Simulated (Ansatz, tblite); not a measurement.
Removing an electron: Si(GeH3)H3 (SiGeH6). The state is a singlet with charge 0. Geometry: PBE0-D4/def2-TZVP. Ansatz, gas phase; energy differences of separate SCF runs; the oxidised species was run as a doublet alone.

```xyz
8

Si    0.6928    0.1682   -0.9662
Ge   -0.6796   -0.1647    0.9472
H    -1.0130    1.1798    1.6154
H     0.0365   -1.0522    1.9792
H    -1.9998   -0.8494    0.5550
H     1.9202    0.9176   -0.5895
H    -0.0462    0.9437   -1.9969
H     1.0891   -1.1429   -1.5441
```

The xTB rows come from tblite. Correlated methods freeze 14 core orbitals; core or outer-core shells of Ge are correlated, in sets that lack core-valence functions.

Problem. Estimate orbital energies and vertical ionisation energies at: GFN1-xTB; GFN2-xTB; HF/def2-TZVPP; PBE-D4/def2-TZVP; r2SCAN-D4/def2-TZVP; PBE0-D4/def2-TZVP; MP2/def2-TZVPP; CCSD/def2-TZVPP; CCSD(T)/def2-TZVPP.

Solution. 
| level | −HOMO (eV) | vertical IE (eV) | −LUMO (eV) | HOMO–LUMO gap (eV) |
| --- | --- | --- | --- | --- |
| GFN1-xTB | 11.81 | 14.16 | 7.30 | 4.51 |
| GFN2-xTB | 10.38 | 13.32 | 5.39 | 4.99 |
| HF/def2-TZVPP | – | 9.71 | – | – |
| PBE-D4/def2-TZVP | 7.20 | 10.27 | 0.46 | 6.74 |
| r2SCAN-D4/def2-TZVP | 7.47 | 10.35 | 0.07 | 7.40 |
| PBE0-D4/def2-TZVP | 8.30 | 10.41 | -0.37 | 8.67 |
| MP2/def2-TZVPP | – | 10.53 | – | – |
| CCSD/def2-TZVPP | – | 10.48 | – | – |
| CCSD(T)/def2-TZVPP | – | 10.52 | – | – |

Relaxing the oxidised species (PBE0-D4/def2-TZVP) changes its energy by -0.96 eV at PBE0-D4/def2-TZVP, so the adiabatic ionisation energy to this nearest minimum is 9.45 eV. At PBE-D4/def2-TZVP it is 9.38 eV.   Raw xTB energy differences between charge states are shifted by several eV; the methods need an empirical correction for them.
